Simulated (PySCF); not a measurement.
The complex [VI4]2- (charge -2) contains V(II), shell d3. The structure is a model geometry with rigid ligands and bond lengths from ionic radii, not a minimum; coordination tetrahedral, point group Td, metal–donor distances 2.73 Å.

Method (PySCF 2.14, density fitting): CASSCF(3,5) with orbitals averaged over all microstates of the shell, strongly contracted NEVPT2 on the averaged canonical orbitals; basis x2c-TZVPall on the metal, x2c-SVPall elsewhere; spin-free X2C; IEF-PCM water; spin-orbit coupling by state interaction with the mean-field operator over all roots.

CASSCF energies above the lowest CASSCF root:

```csv
state,CASSCF / cm⁻¹
4T1,0
4T2,2109
4A2,4574
2E,12871
2T1,14126
2T2,14153
4T1,14592
2A1,14895
2T1,18156
2T1,18904
2T2,19009
2E,19563
2T1,20736
2E,21180
2T2,21616
2T1,31947
2T2,32086
2A2,32127
2T2,49591
2E,49592
```

How does dynamic correlation (SC-NEVPT2) move these states?


| state | NEVPT2 / cm⁻¹ | shift / cm⁻¹ |
| --- | --- | --- |
| 4T1 | 0 | 0 |
| 4T2 | 2452 | +343 |
| 4A2 | 5327 | +753 |
| 2E | 10773 | -2098 |
| 2T1 | 12582 | -1544 |
| 2T2 | 12565 | -1588 |
| 4T1 | 12118 | -2473 |
| 2A1 | 13624 | -1271 |
| 2T1 | 15853 | -2303 |
| 2T1 | 17542 | -1362 |
| 2T2 | 17274 | -1736 |
| 2E | 18195 | -1368 |
| 2T1 | 19379 | -1357 |
| 2E | 18461 | -2719 |
| 2T2 | 18870 | -2746 |
| 2T1 | 27378 | -4570 |
| 2T2 | 27357 | -4730 |
| 2A2 | 27505 | -4622 |
| 2T2 | 41035 | -8556 |
| 2E | 41000 | -8592 |

In the ligand-field fit 10Dq goes from 2391 to 2673 cm⁻¹, B goes from 861 to 682 cm⁻¹, C goes from 3244 to 2891 cm⁻¹.

The ground state is orbitally degenerate in this regular structure, which would distort (Jahn–Teller). NEVPT2 lifts 4A2 from 4574 to 5327 cm⁻¹; on the d shell alone such lifts tend to overshoot.
